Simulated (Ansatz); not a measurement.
Reactions of ClH4SbSi, SMILES `Cl[SiH2][SbH2]`.

Gas-phase electronic energies from Ansatz, PBE0-D4/def2-TZVP geometries. CBS: MP2 limit from def2 TZ/QZ plus the TZ coupled-cluster correction, frozen cores. This one scheme is used for every species. Elements past krypton have def2 core potentials. For Ga, Sb outer-core shells are correlated without core-valence functions, which leaves a few kJ/mol of doubt a bond. Scalar relativity is left out up to krypton. One conformer a species, not always the lowest.

Problem. Order these by ΔE at CCSD(T)/CBS, lowest first. (Best estimate.)
A. `Cl[SiH2][SbH2]` + `C[SiH](N)Cl` → `C[SiH](Cl)N[SiH2]Cl` + `[SbH3]`
B. `Cl[SiH2][SbH2]` + `BN` → `BN[SiH2]Cl` + `[SbH3]`
C. `Cl[SiH2][SbH2]` + `[OH][GaH2]` → `[GaH2][O][SbH2]` + `[SiH3]Cl`

Solution. A (-8.5 kcal/mol), B (-4.0 kcal/mol), C (+7.4 kcal/mol).

Largest T1 diagnostic: 0.016, for `[GaH2][O][SbH2]`.
